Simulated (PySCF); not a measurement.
HKO (SMILES [OH][K]), singlet, geometry from GFN2-xTB (such geometries of metal compounds can be far from the true shape). Base run: TPSS/def2-SVP in PySCF.

PySCF was given this input:
```python
from pyscf import gto, scf, dft

mol = gto.M(
    atom='''
K    -0.515992   -0.253325   -0.435053
O     1.047786    0.444316    0.880931
H     1.421565    1.258641    1.218564
''',
    basis='def2-svp',
    charge=0,
    spin=0,
    verbose=4,
)

mf = dft.RKS(mol)
mf.xc = 'tpss'
mf.kernel()
mf.analyze()
```

Variants of this job, named by their change:

| change | ΔE vs base (mEh) | fitting functions | dipole (D) | outcome |
|---|---|---|---|---|
| base | 0.000 | - | 6.15 | converged |
| auxbasis = cc-pvqz-jkfit | - | - | - | input refused |
| auxbasis = autoaux | -0.025 | 368 | 6.15 | converged |
| auxbasis = cc-pvtz-jkfit | - | - | - | input refused |
| auxbasis = cc-pvtz-ri | - | - | - | input refused |
| auxbasis = def2-tzvp-ri | … | … | … | converged |
| auxbasis = even-tempered beta=1.6 | -0.002 | 546 | 6.15 | converged |
| auxbasis = even-tempered beta=3.0 | -8.704 | 249 | 6.15 | converged |
| auxbasis = cc-pvdz-jkfit | - | - | - | input refused |
| auxbasis = def2-universal-jkfit | -0.036 | 255 | 6.15 | converged |

Complete the blanks.


- auxbasis = def2-tzvp-ri, ΔE vs base (mEh): -1363.5
- auxbasis = def2-tzvp-ri, fitting functions: 189
- auxbasis = def2-tzvp-ri, dipole (D): 6.13

A fitting set is made for a task (jfit for Coulomb, jkfit for Coulomb and exchange, ri for correlation) and for a family of orbital bases.

- auxbasis = cc-pvqz-jkfit: ended with `pyscf.lib.exceptions.BasisNotFoundError: Basis set not found for K in cc-pvqz-jkfit`
- auxbasis = cc-pvtz-jkfit: ended with `pyscf.lib.exceptions.BasisNotFoundError: Basis set not found for K in cc-pvtz-jkfit`
- auxbasis = cc-pvtz-ri: ended with `pyscf.lib.exceptions.BasisNotFoundError: Basis set not found for K in cc-pvtz-ri`
